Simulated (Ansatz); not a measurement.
Born–Oppenheimer molecular dynamics of H$_{2}$LiOSi$_{2}$ (6 atoms, charge 0, multiplicity 2). It starts from a relaxed structure.

Method: Ansatz, UKS BLYP-D4/STO-3G.

| Quantity | Value |
| --- | --- |
| ensemble | NVT, Nosé–Hoover chain |
| time step | 0.5 fs |
| steps asked | 400 |
| set temperature | 300 K |
| thermostat | time constant 100 fs, chain length 3 (defaults) |
| seed | 364226 |

First frame:

```xyz
6
Properties=species:S:1:pos:R:3
Li -0.937 -1.604 0.262
O 0.788 -1.500 0.653
Si 0.779 0.064 0.069
Si -1.368 0.689 0.097
H 2.156 0.454 -0.323
H -1.418 1.897 -0.757
```

(1) How far do the bonds stretch over the last three quarters of this one trajectory? (Pairs bonded in most of those frames.)

## Answers

(1) 
```tsv
bond	mean (Å)	spread (Å)	shortest	longest
Li1–O2	1.783	0.070	1.66	1.90
Li1–Si3	2.406	0.052	2.32	2.52
Li1–Si4	2.342	0.029	2.30	2.40
O2–Si3	1.675	0.042	1.61	1.74
Si3–Si4	2.239	0.013	2.21	2.27
Si3–H5	1.490	0.029	1.44	1.54
Si4–H6	1.481	0.008	1.47	1.50
```

Mean temperature of the second half: 259 K. The conserved energy stayed within 0.08 meV per atom of its start (net change 0.079 meV per atom), so the integration is sound. The mean temperature of the second half is 14 % below the set value. A run of 0.2 ps of so small a system gives no equilibrium averages. Limits of this set-up: minimal basis.

Time of the run: 13 min on 1 thread of Intel(R) Xeon(R) Platinum 8175M CPU @ 2.50GHz (Skylake/Cascade Lake), with other jobs on the host, peak memory 0.12 GiB.
